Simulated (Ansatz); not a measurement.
Saddle point of BH$_{3}$SO$_{2}$F$_{2}$, singlet (BHSF₂ ([F][B]([F])[SH]) + H₂O₂ ([OH][OH]) → BHO₂F₂ ([OH][O][B]([F])[F]) + H₂S; bonds formed: B1–O6, S2–H5; bonds broken: B1–S2, H5–O6), PBE0-D4/def2-TZVP structure:

```tsv
atom	x (Å)	y (Å)	z (Å)
B1	-0.5005	-0.6233	-0.2084
S2	1.1639	-1.4095	0.7483
F3	-0.8029	-1.2677	-1.3427
F4	-1.4944	-0.4216	0.6683
H5	1.1547	0.1600	0.3546
O6	0.3458	0.6371	-0.4595
O7	-0.3587	1.8727	-0.4210
H8	0.6589	-1.1576	1.9673
H9	-0.1666	2.2098	-1.3069
```

Energies are electronic, without zero-point energy. Barriers and step energies count from the start structure reached by relaxing down the imaginary mode; all methods use the PBE0-D4 structures, on which another method's saddle can fall below an end. Computed with Ansatz 0.2.0 (basis: def2-TZVPP, with def2-QZVPP for the basis limit); correlated methods freeze the cores. B3LYP uses VWN-RPA correlation. Extrapolation: Hartree–Fock as exp(−7.88 √X), correlation as X^−2.97.

```json
{"method": "SPW92", "barrier (eV)": "?", "step energy (eV)": "-0.326"}
{"method": "PBE-D4", "barrier (eV)": "0.414", "step energy (eV)": "-0.452"}
{"method": "BLYP-D4", "barrier (eV)": "0.522", "step energy (eV)": "-0.617"}
{"method": "r2SCAN-D4", "barrier (eV)": "0.516", "step energy (eV)": "-0.500"}
{"method": "B97M-V", "barrier (eV)": "0.679", "step energy (eV)": "-0.578"}
{"method": "PBE0-D4", "barrier (eV)": "0.563", "step energy (eV)": "-0.491"}
{"method": "B3LYP-D4", "barrier (eV)": "0.630", "step energy (eV)": "-0.636"}
{"method": "r2SCAN0-D4", "barrier (eV)": "0.624", "step energy (eV)": "-0.528"}
{"method": "BHLYP-D4", "barrier (eV)": "0.819", "step energy (eV)": "-0.680"}
{"method": "CAM-B3LYP-D4", "barrier (eV)": "0.668", "step energy (eV)": "-0.636"}
{"method": "wB97X-V", "barrier (eV)": "?", "step energy (eV)": "-0.547"}
{"method": "wB97M-V", "barrier (eV)": "0.703", "step energy (eV)": "-0.551"}
{"method": "B2PLYP", "barrier (eV)": "0.673", "step energy (eV)": "-0.610"}
{"method": "PBE-QIDH", "barrier (eV)": "0.665", "step energy (eV)": "-0.505"}
{"method": "RPA on PBE", "barrier (eV)": "?", "step energy (eV)": "-0.621"}
{"method": "HF", "barrier (eV)": "1.212", "step energy (eV)": "-0.868"}
{"method": "MP2", "barrier (eV)": "0.656", "step energy (eV)": "-0.527"}
{"method": "CCSD", "barrier (eV)": "0.828", "step energy (eV)": "-0.625"}
{"method": "CCSD(T)", "barrier (eV)": "0.731", "step energy (eV)": "-0.575"}
```

Q: Fill in the withheld barriers. (Judge from chemistry; the value comes from the calculation.)

A: Computed: wB97X-V 0.709; RPA on PBE 0.682; SPW92 0.208 eV. Each is the energy of the saddle less that of the start structure, by the same method.

For comparison, the barrier by CCSD(T) at an estimated basis limit (MP2 extrapolated from triple and quadruple zeta, plus CCSD(T) − MP2 in triple zeta) is 0.735 eV.

T1 diagnostic: at most 0.014.

Labels in which every atom is bracketed show which atoms are joined, not bond orders.

For scale, one of the runs: CCSD(T)/def2-TZVPP, 239 basis functions, launched by `ansatz run in.yaml --threads 8 --pin off --events-out ev --progress --plain --max-ram 19148MiB`. Hardware: 8 CPU threads of an Intel Xeon Platinum 8488C, shared host. Wall time 55 s; peak host memory 5.1 GiB.
